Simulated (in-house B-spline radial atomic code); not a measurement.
Configurations of Cr V (Cr4+), with energies counted from [Ar] 3d2. Level of theory: scalar-relativistic (X2C) LC-wPBE, spin-polarised, spherical fractional occupations, exact exchange averaged over the configuration, Fermi nucleus of rms radius 3.6452 fm; calculated with a radial B-spline atomic code at the basis-set limit. Shells without spins written out take the highest spin.

Occupations are held fixed; configurations that lie above the ionisation limit could autoionise.

```
       configuration  E - E(ref) (eV)  highest orbital  its <r> (bohr)
    [Ne] 3s2 3p5 3d3           41.673            3d up           1.004
[Ne] 3s2 3p5 3d2 4s1           63.254            4s up           2.133
[Ne] 3s2 3p5 3d2 4p1           71.063            4p up           2.348
```

Problem. Order these further configurations by energy, lowest first.
A. [Ar] 3d1 4s1
B. [Ne] 3s2 3p5 3d2 4f1
C. [Ar] 3d1 4p1
D. [Ar] 3d1 4f1

Solution. A (20.427 eV), C (28.157 eV), D (47.222 eV), B (90.361 eV).
